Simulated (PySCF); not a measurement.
# NMR problem set

PySCF 2.14.0 with density-fitted response routines calculation with coordinates at the GFN2-xTB level and GIAO PBE0/pcSseg-1 shieldings; no solvent, fast rotation and ring inversion assumed for equivalent nuclei, relativity neglected, one conformer.

Scale: $^{1}$H (σ = 31.72 ppm) and $^{13}$C (σ = 186.93 ppm) against TMS (reference shieldings calculated alike). Splittings of carbon signals by F and P are missing where no couplings were computed. Where no couplings were computed, multiplicities follow the n + 1 count of equivalent neighbours, and m marks all less simple cases (inequivalent or close neighbours, rings, F or P nearby). Shifts are as computed. Against solution values, carbons near 30 ppm lie about +3 ppm off and those near 130 ppm about +5 ppm. Of 1211 compounds with measured shifts, 218 miss one by over three times the rms of a fit or turn the order of signals round; such compounds aren't used in these exercises. OH and NH positions are gas-phase values without hydrogen bonding to other molecules.

Question: C₈H₁₂P₂. $^{1}$H NMR (600 MHz, computed): δ 10.79 (m, 1H), 9.43 (m, 2H), 1.46 (s, 9H). $^{13}$C{$^{1}$H} NMR (computed): δ 192.0 (CH), 159.1 (C), 158.4 (CH), 40.5 (C), 33.3 (CH3). Identify the compound.

Answer: SMILES CC(C)(C)c1cpcpc1. 5 carbon signals for 8 carbons: some carbons are equivalent by symmetry or fast rotation. Carbon types of the structure: 2 × C, 3 × CH, 3 × CH3, which accounts for all hydrogens. δC 192.0, 158.4: aromatic CH. δC 159.1: substituted aromatic carbon. δC 33.3: methyl carbon; aliphatic region, no heteroatom directly attached. δH 10.79, 9.43: hydrogen on an aromatic CH; ring-current deshielding.

The data come from this structure; uniqueness wasn't tested.

Question: C₇H₇NO. $^{1}$H NMR (300 MHz, computed): δ 6.73 (m, 1H), 6.20 (m, 1H), 5.94 (m, 1H), 5.29 (d, 1H), 4.72 (m, 2H), 4.35 (br s, 1H). $^{13}$C{$^{1}$H} NMR (computed): δ 224.8 (C), 154.7 (CH), 125.5 (C), 105.0 (CH), 99.1 (CH), 93.3 (CH), 67.6 (CH2). Give a structure.

Answer: SMILES OCC=C=C/C=C\C#N. Rings plus π bonds: 5 (no ring in the answer). 7 carbon signals for 7 carbons: no two carbons are equivalent. Carbon types of the structure: 2 × C, 4 × CH, 1 × CH2, leaving 1 H on heteroatoms. δC 224.8: central carbon of an allene; the central sp carbon of an allene is among the most deshielded carbons of hydrocarbons. δC 154.7, 99.1: alkene CH. δC 125.5: nitrile carbon; C≡N carbons fall here, among the sp2 signals but without a proton. δC 67.6: allylic sp3 CH2 bonded to O; pulled downfield by the heteroatom.

The data come from this structure; uniqueness wasn't tested.

Question: C₇H₉PSi. $^{1}$H NMR (600 MHz, computed): δ 9.19 (m, 1H), 8.05 (m, 1H), 7.85 (m, 1H), 7.42 (m, 1H), 6.95 (m, 1H), 5.64 (m, 1H), 4.59 (s, 3H). $^{13}$C{$^{1}$H} NMR (computed): δ 176.4 (C), 163.4 (CH), 148.5 (CH), 146.6 (CH), 143.5 (CH), 137.9 (C), 121.5 (CH2). What is it?

Answer: SMILES C=Cc1cc([SiH3])ccp1. 7 carbon signals for 7 carbons: no two carbons are equivalent. Carbon types of the structure: 2 × C, 4 × CH, 1 × CH2, leaving 3 H on heteroatoms. δC 176.4, 137.9: substituted aromatic carbon. δC 148.5: alkene CH; as expected for a trigonal carbon in a double bond. δC 121.5: terminal =CH2 carbon; as expected for a trigonal carbon in a double bond. δH 9.19, 8.05, 7.85: hydrogen on an aromatic CH; ring-current deshielding.

The shifts were computed for this structure.
